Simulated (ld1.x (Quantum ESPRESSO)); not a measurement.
# What one change does to a pseudopotential (Sc, PAW)

ld1.x (Quantum ESPRESSO) 7.5 input, shortened:

```
&input
   title='Sc', zed=21., rel=1, dft='PBE', iswitch=3,
   config='[Ar] 3d1 4s1.75 4p0.25'
 /
 &inputp
   pseudotype=3, lpaw=.true., tm=.true., lloc=-1, rcloc=2.25,
   nlcc=.true., new_core_ps=.true.,
   which_augfun='PSQ', rmatch_augfun_nc=.true.
 /
6
4S  1  0   1.75   0.00  2.90  3.15  0.0
4S  1  0   0.00   0.05  2.90  3.15  0.0
4P  2  1   0.25   0.00  3.05  3.30  0.0
4P  2  1   0.00   2.50  3.05  3.30  0.0
3D  3  2   1.00   0.00  1.50  2.10  0.0
3D  3  2   0.00   0.50  1.50  2.10  0.0
 &test
   configts(1)='3d1 4s1.75 4p0.25'
 /
```

Change: local potential all-electron potential smoothed inside 2.70 bohr (lloc = -2).

Cutoffs: the cutoffs (Ry, on a coarse ladder) from which the occupation-weighted sum of valence levels, in a spherical-Bessel basis at the reference potential, stays within 10 and 1 mRy of its value at 400 Ry; they do not see the model core or the augmentation charge, which bear on the density cutoff. Errors are all-electron minus pseudo energies relative to the spin-unpolarised reference configuration.

Problem. How do hardness, ghosts and transferability respond?

Solution. The potential gets neither clearly harder nor softer (18 Ry and 25 Ry → 18 Ry and 25 Ry); of the 7 tests that both files solve, the error grows in 1 and shrinks in 0 by more than 15 % and 0.3 meV (median size 3.6 → 3.6 meV); the range in which the p phases agree widens (upper end 2.9 → 5.0); neither file shows a bound ghost.

| quantity | base | changed |
| --- | --- | --- |
| cutoff, loose | 18 Ry | 18 Ry |
| cutoff, tight | 25 Ry | 25 Ry |
| bound ghosts | none | none |
| error for 3d1 4s2 4p0, meV [ΔE -0.68 eV] | 0.0 | 0.0 |
| error for 3d1 4s1 4p0, meV [ΔE 6.21 eV] | -1.8 | -1.8 |
| error for 3d1 4s0 4p0, meV [ΔE 18.98 eV] | -22 | -22 |
| error for 3d1 4s1 4p1, meV [ΔE 2.10 eV] | -0.7 | -0.7 |
| error for 3d1 4s0 4p1, meV [ΔE 9.64 eV] | -4.7 | -4.9 |
| error for 3d0 4s2 4p0, meV [ΔE 7.70 eV] | -187 | -343 |
| error for 3d1 4s0 4p2, meV [ΔE 4.99 eV] | -3.6 | -3.6 |
| s: phases at 3.62 bohr within 0.05 rad from the reference energy up to (Ry; the scan ends near 5) | 0.9 | 1.8 |
| p: phases at 3.62 bohr within 0.05 rad from the reference energy up to (Ry; the scan ends near 5) | 2.9 | 5.0 |
| d: phases at 3.62 bohr within 0.05 rad from the reference energy up to (Ry; the scan ends near 5) | 3.7 | 3.5 |
| lowest overlap eigenvalue by channel | s 0.34, p 0.89, d 1.00 | s 0.42, p 0.89, d 1.00 |
